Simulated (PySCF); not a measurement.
Predicted microwave data (PBE0/pcSseg-1 in PySCF (dipole) on a GFN2-xTB geometry, gas phase) for one isomer of C8H10NP:

- Rotational constants: A = 1480, B = 969.9, C = 684.6 MHz
- Dipole components: |μa| = 3.58 D, |μb| = 0.74 D, |μc| = 0.85 D
- Inertial defect: -124.19 u·Å²
- κ: -0.28

Problem. Which structure is it? (One computed conformer of each.)
A. `[CH2:1]=[P:2]1([c:3]2[cH:4][cH:5][n:6][cH:7][cH:8]2)[CH2:9][CH2:10]1` with C1–P2–C3–C4 -87°
B. `[CH:1]#[C:2][CH2:3][n:4]1[cH:5][p:6][cH:7][c:8]1[CH2:9][CH3:10]` with C2–C3–N4–C5 103°, C7–C8–C9–C10 90°
C. `[CH3:1][c:2]1[cH:3][p:4][cH:5][c:6]([CH:7]2[CH2:8][CH2:9]2)[n:10]1` with C5–C6–C7–C8 -145°
D. `[CH3:1][c:2]1[cH:3][p:4][c:5]([CH:6]2[CH2:7][CH2:8]2)[cH:9][n:10]1` with P4–C5–C6–C7 35°

Solution. B. It is C#CCn1cpcc1CC, an asymmetric top, point group C1. The candidates at the same level (rigid rotor, commonest isotopes):

| SMILES | A (MHz) | B (MHz) | C (MHz) | μa (D) | μb (D) | μc (D) | Δ (u·Å²) | point group | rotor |
| --- | --- | --- | --- | --- | --- | --- | --- | --- | --- |
| C#CCn1cpcc1CC | 1480 | 969.9 | 684.6 | 3.58 | 0.74 | 0.85 | -124.19 | C1 | asymmetric top |
| Cc1cpcc(C2CC2)n1 | 1849 | 900.8 | 638.2 | 0.26 | 0.21 | 0.05 | -42.40 | – | asymmetric top |
| Cc1cpc(C2CC2)cn1 | 3135 | 723.7 | 618.6 | 0.80 | 0.39 | 0.05 | -42.50 | – | near-prolate asymmetric top |
| C=P1(c2ccncc2)CC1 | 2603 | 710.6 | 695.0 | 0.20 | 0.24 | 1.89 | -178.17 | – | – |

`C=P1(c2ccncc2)CC1` has A 76 % too high; `Cc1cpcc(C2CC2)n1` has A 25 % too high; `Cc1cpc(C2CC2)cn1` has A 112 % too high. No structure here is proved a minimum.
